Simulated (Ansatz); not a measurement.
Job for Ansatz (a program for electronic structure): R-CCSD(T)/def2-TZVPPD on CH4Cd (SMILES [CH3][CdH]), atoms moved off the minimum. Elements past Kr take the def2 small-core potentials; no spin–orbit coupling. Files ending in .json are basis or fitting sets from the Basis Set Exchange.

Ansatz 0.2 input:
```yaml
crystal:
  periodic: [false, false, false]
  atoms:
    - {symbol: Cd, position_ang: [-0.21689725, -0.24270484, -0.00098347]}
    - {symbol: H, position_ang: [-1.66341064, -0.85071136, -0.39639063]}
    - {symbol: C, position_ang: [1.45750871, 0.63326641, 0.19831709]}
    - {symbol: H, position_ang: [2.27299623, 0.55473048, 1.14304412]}
    - {symbol: H, position_ang: [1.50457414, 1.92095115, 0.26415372]}
    - {symbol: H, position_ang: [2.28012269, 0.65196743, -0.57618197]}
basis:
  gaussian:
    orbitals: def2-TZVPPD.json
magnetization: {spin_polarized: false}
correlation: {method: ccsd_t, electrons: outside_noble_gas}
scf: {lower_state_search: off}
output: {forces: true}
```

The head of its log:

```
WARN ansatz: RAYON_NUM_THREADS=1 ignored (pool sized by the plan → 1); use --threads N
Functional definition: HF
these checks for a lower state are left out or cut short: starts, cluster_reference, orbital_swaps, neighbouring_geometries, increment
integrals: 0.43 GiB planned
976 factors; integrals over basis functions are off by at most 9.8e-4 eV
mean field: 0.34 GiB planned
mean field evaluation 1: about -5630.3974 eV, gradient 2.5e1 eV
mean field evaluation 2: about -5630.3998 eV, gradient 2.5e1 eV
mean field evaluation 4: about -5632.0007 eV, gradient 2.8e0 eV
mean field evaluation 8: about -5632.0319 eV, gradient 2.4e-4 eV
mean field -5632.03185052 eV, -206.9733529784 hartree, gradient 8.6e-7 eV, S^2 0.000000; 0 other end points of the search recorded, 0 dependent functions left out
5 core orbitals not correlated
reference -5632.03185052 eV, -206.9733529784 hartree; 10, 10 occupied and 146, 146 virtual orbitals, 976 factors
densities: 1.26 GiB planned
```

Q: What total energy does the run end on?

A: -207.6498 hartree (reference determinant -206.9734, T1 diagnostic 0.013).
